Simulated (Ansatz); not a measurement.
`I[SiH]1BC1` and `[SeH][SiH]1BC1` differ in one atom or group.

Ansatz, PBE0-D4/def2-TZVP geometries, multiplicity 1. Each molecule was computed in one conformer, which needn't be the lowest.

Elements past krypton have def2 core potentials. Scalar relativity is left out up to krypton.

```csv
property,`I[SiH]1BC1`
HOMO energy (PBE0/def2-TZVPP) / eV,-7.02
size of the dipole moment (B3LYP/def2-TZVPP) / D,1.19
HOMO–LUMO gap (PBE0/def2-TZVPP) / eV,5.37
HOMO energy (PBE/def2-TZVPP) / eV,-6.00
HOMO energy (ωB97M-V/def2-TZVPP) / eV,-9.04
LUMO energy (B3LYP/def2-TZVPP) / eV,-1.80
```

**Question.** Give the same properties after the change, and the shifts. (An estimate is asked.)

**Answer.** Ansatz gave: 
```tsv
property	`[SeH][SiH]1BC1`	shift
HOMO energy (PBE0/def2-TZVPP) / eV	-6.76	0.26
size of the dipole moment (B3LYP/def2-TZVPP) / D	1.59	0.40
HOMO–LUMO gap (PBE0/def2-TZVPP) / eV	5.42	0.05
HOMO energy (PBE/def2-TZVPP) / eV	-5.76	0.24
HOMO energy (ωB97M-V/def2-TZVPP) / eV	-8.79	0.25
LUMO energy (B3LYP/def2-TZVPP) / eV	-1.50	0.30
```

With PBE0 the HOMO rises by 0.26 eV and the LUMO rises by 0.31 eV, so the gap widens by about 0.05 eV. PBE moves the HOMO by 0.24 eV and ωB97M-V by 0.25 eV. The zero-point energy changes by 20.1 kJ/mol with +3 modes. Dipoles are sizes alone; their direction can turn.

B3LYP here is the variant with VWN-RPA as its local correlation; programs differ in this.

Spin–orbit coupling is left out; it splits and shifts lone-pair levels of the heavy atoms by tenths of an eV.
